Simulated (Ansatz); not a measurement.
A geometry relaxed with r2SCAN-D4/def2-TZVP (Ansatz, a quantum-chemistry and plane-wave program), charge 0, multiplicity 1:

```xyz
13

C      1.9107    -0.4398     0.0925
C     -1.3335    -1.4237    -0.0669
H     -2.2075    -1.1221    -0.6529
C     -0.5751     1.8639     0.2078
H     -0.5705     2.3339    -0.7843
H      2.1622    -1.2664    -0.5792
H     -0.9424    -2.3502    -0.4962
H     -1.7138    -1.6773     0.9311
H      0.0924     2.4672     0.8308
H      2.5533     0.4084    -0.1599
Al     0.0031    -0.0002     0.0667
H      2.2072    -0.7670     1.0976
H     -1.5917     1.9729     0.5963
```

Write the SMILES of this molecule.

`[CH3][Al]([CH3])[CH3]`
